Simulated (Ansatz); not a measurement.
`CCCCCCCO` and `C=CCCCCCCCCCC` differ in one atom or group.

Ansatz, PBE0-D4/def2-TZVP geometries, multiplicity 1. Each molecule was computed in one conformer, which needn't be the lowest.

| property | `CCCCCCCO` |
| --- | --- |
| HOMO–LUMO gap (PBE0/def2-TZVPP) / eV | 8.55 |
| size of the dipole moment (PBE/def2-TZVPP) / D | 1.68 |
| LUMO energy (PBE0/def2-TZVPP) / eV | 0.88 |
| LUMO energy (B3LYP/def2-TZVPP) / eV | 0.55 |
| LUMO energy (ωB97M-V/def2-TZVPP) / eV | 2.29 |
| HOMO energy (B3LYP/def2-TZVPP) / eV | -7.43 |

(1) What does the change do to each property? (Best estimate.)

## Answers

(1) Computed: 
```csv
property,`C=CCCCCCCCCCC`,shift
HOMO–LUMO gap (PBE0/def2-TZVPP) / eV,7.56,-0.99
size of the dipole moment (PBE/def2-TZVPP) / D,0.46,-1.22
LUMO energy (PBE0/def2-TZVPP) / eV,0.32,-0.56
LUMO energy (B3LYP/def2-TZVPP) / eV,0.08,-0.47
LUMO energy (ωB97M-V/def2-TZVPP) / eV,2.30,0.01
HOMO energy (B3LYP/def2-TZVPP) / eV,-7.02,0.41
```

With PBE0 the HOMO rises by 0.42 eV and the LUMO falls by 0.56 eV, so the gap narrows by about 0.98 eV. PBE moves the HOMO by -0.10 eV and ωB97M-V by 0.61 eV. Dipoles are sizes alone; their direction can turn.

B3LYP here is the variant with VWN-RPA as its local correlation; programs differ in this.
